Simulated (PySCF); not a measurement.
# Dipole polarisabilities along group 16, charge +2

Calculated with PySCF 2.14 for the ground configurations, without spin-orbit coupling: coupled response for Hartree-Fock and DFT. Mean α in bohr³, C₆ of like pairs in atomic units.

```json
{"species": "O²⁺ [He] 2s2 2p2 (x2c-QZVPPall with one added diffuse shell each of s, p, d, f type, spin-free X2C)", "α UHF": "1.796", "α PBE": "1.741", "α PBE0": "1.739", "C₆ UHF": "2.346", "C₆ PBE": "2.328", "C₆ PBE0": "2.313"}
{"species": "S²⁺ [Ne] 3s2 3p2 (x2c-QZVPPall with one added diffuse shell each of s, p, d, f type, spin-free X2C)", "α UHF": "7.457", "α PBE": "7.275", "α PBE0": "7.284", "C₆ UHF": "27.18", "C₆ PBE": "26.34", "C₆ PBE0": "26.38"}
{"species": "Se²⁺ [Ar] 3d10 4s2 4p2 (x2c-QZVPPall with one added diffuse shell each of s, p, d, f type, spin-free X2C)", "α UHF": "9.585", "α PBE": "9.259", "α PBE0": "9.288", "C₆ UHF": "45.45", "C₆ PBE": "43.53", "C₆ PBE0": "43.70"}
{"species": "Te²⁺ [Kr] 4d10 5s2 5p2 (x2c-QZVPPall with one added diffuse shell each of s, p, d, f type, spin-free X2C)", "α UHF": "15.51", "α PBE": "14.89", "α PBE0": "14.93", "C₆ UHF": "105.3", "C₆ PBE": "100.1", "C₆ PBE0": "100.5"}
```
